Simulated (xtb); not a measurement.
xtb input:

```bash
xtb mol.xyz --gfn 2 --sp --chrg 1 --uhf 0
```
mol.xyz:
```
13

C      1.89284354    -0.69786860     0.00430180
O      0.81827439     0.25143339     0.37651669
B     -0.62540116     0.18695143    -0.03831824
N     -1.04271735    -1.02355609    -0.56775036
N     -1.30810656     1.37457059     0.18552423
H      1.69488395    -0.97992306    -1.02337357
H      2.82901094    -0.15535190     0.08515150
H      1.85521107    -1.54719775     0.68040098
H      1.01317543     0.78256281     1.16345898
H     -0.58602814    -1.90968198    -0.43208482
H     -1.93737383    -1.11395073    -1.02266147
H     -2.31287648     1.42514897     0.12876814
H     -0.87648619     2.28227950     0.24957019
```

**Question.** Predict the final energy.

**Answer.** -16.99502 Eh (GFN2-xTB).

It need not be the lowest isomer of its formula.
